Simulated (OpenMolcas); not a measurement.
# Bi: from RASSCF to RASPT2

```yaml
Program: OpenMolcas
Basis: ANO-RCC-VQZP [9s8p6d4f3g]
Scalar_Hamiltonian: DKH2, point nucleus
Active_space: 5 electrons in 9 orbitals (RAS2 6s 6p; RAS3 6d, at most 2 electrons)
State_averaging: 2S+1 = 4 odd, 1 root; 2S+1 = 2 odd, 8 roots; 2S+1 = 4 even, 3 roots (0 in the spin-orbit step)
Spin-orbit_coupling: RASSI with atomic mean-field integrals over the reference wave functions, term energies averaged over their components
```

Methods on the same reference wave functions:
A. RASSCF
B. SS-RASPT2, IPEA 0.25 Eh, imaginary shift 0.1 Eh (closed shells correlated: 5d)

Energies in cm⁻¹ above 6s² 6p³ ⁴S°_3/2, the measured ground level; measured values from NIST Handbook of Basic Atomic Spectroscopic Data.

```tsv
Level	A	B	Measured
6s² 6p³ ⁴S°_3/2 [67 %]	0.0	0.0	0.0
6s² 6p³ ²D°_3/2 [65 %]	11904	10400	11419
6s² 6p³ ²D°_5/2	16278	14140	15438
6s² 6p³ ²P°_1/2	23341	21210	21661
6s² 6p³ ²P°_3/2 [67 %]	31821	29910	33165
```

Deviations, from unrounded energies. A percentage is the sum of absolute deviations over the sum of measured energies, with the sign that they share, or ± where signs differ.

```json
{"Against measurement": "mean absolute deviation (cm-1)", "Levels": "4", "A": "1100", "B": "1500"}
{"Against measurement": "other terms of the ground configuration (%)", "Levels": "4", "A": "±5.3", "B": "-7.4"}
```

A lies closest to measurement on these levels. The largest miss of A in the table is 6s² 6p³ ²P°_1/2, by +1700 cm-1. The ranking rests on the paired levels alone, and a cruder setting can come out closer through cancelling errors.

From A to B the spin-free energies of the other terms of 6s² 6p³ shown, above ⁴S°, scale by factors of 0.75 to 0.84.

The lowest spin-free term lies below A's lowest term by 0.466 hartree in B.

CASPT2 breaks the degeneracy within a term, and the mean is taken; among the terms shown or strongly mixed into the levels shown the widest spread is 38 cm-1 (6s² 6p³ ²D°, B). Some high roots are left out of the spin-orbit mixing, which shifts the levels that they would mix with. Active for correlation alone: 6d; no level in the range computed is led by a configuration that fills it, so any true level of that kind is missing. Spin-orbit splittings of 6p shells tend to come out small when the coupling is added on scalar orbitals. Computed and measured levels are paired by configuration, term and J; levels that our copy of the source lacks, or whose pairing is in doubt (as where it misses far off the trend of its configuration), stay unpaired and out of the deviations. Only configurations of the active space appear.

A share in square brackets marks a mixed level and gives the weight of the term that names it, the lowest over the columns. ° marks odd parity.
